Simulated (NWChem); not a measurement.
Molecule: C₂H₅NOSi; SMILES C1=C[Si@@H](O1)N

```xyz
10

N     -0.0540    -1.9313     0.4414
Si    -0.0149    -0.4584    -0.4224
C     -1.1382     0.9292     0.0327
C      0.0062     1.6053     0.2713
O      1.1119     0.7926     0.0810
H      0.4476    -2.7517     0.1267
H     -0.2755    -1.9693     1.4282
H      0.2583    -0.8165    -1.8339
H     -2.1556     1.2881     0.0754
H      0.2095     2.6377     0.5551
```
Atoms are numbered in this order, from 1.

All runs: NWChem. Medium grid unless said otherwise, to which SCAN and Minnesota functionals are sensitive. Geometry: optimised at B3LYP/6-31G* (spherical d). Total energies of different functionals are on different scales.

```json
[
 {"level": "PBE/def2-TZVP", "energy (Ha)": "-498.4132", "highest occupied level (eV)": "-5.45", "orbital gap (eV)": "4.35", "dipole (D)": "1.57"},
 {"level": "B3LYP/def2-TZVP", "energy (Ha)": "-498.8326", "highest occupied level (eV)": "___", "orbital gap (eV)": "___", "dipole (D)": "1.55"},
 {"level": "CAM-B3LYP/def2-TZVP", "energy (Ha)": "-498.7250", "highest occupied level (eV)": "-8.02", "orbital gap (eV)": "8.96", "dipole (D)": "1.55"},
 {"level": "M06-2X/def2-TZVP", "energy (Ha)": "-498.7066", "highest occupied level (eV)": "-7.99", "orbital gap (eV)": "8.70", "dipole (D)": "1.52"},
 {"level": "PBE0/def2-TZVP", "energy (Ha)": "-498.4495", "highest occupied level (eV)": "-6.68", "orbital gap (eV)": "6.56", "dipole (D)": "1.53"},
 {"level": "LDA (Slater exchange, VWN5)/def2-TZVP", "energy (Ha)": "-495.9573", "highest occupied level (eV)": "-5.65", "orbital gap (eV)": "4.31", "dipole (D)": "1.61"}
]
```

Q: Fill in the missing entries.

A: 
- B3LYP/def2-TZVP, highest occupied level (eV): -6.45
- B3LYP/def2-TZVP, orbital gap (eV): 6.08
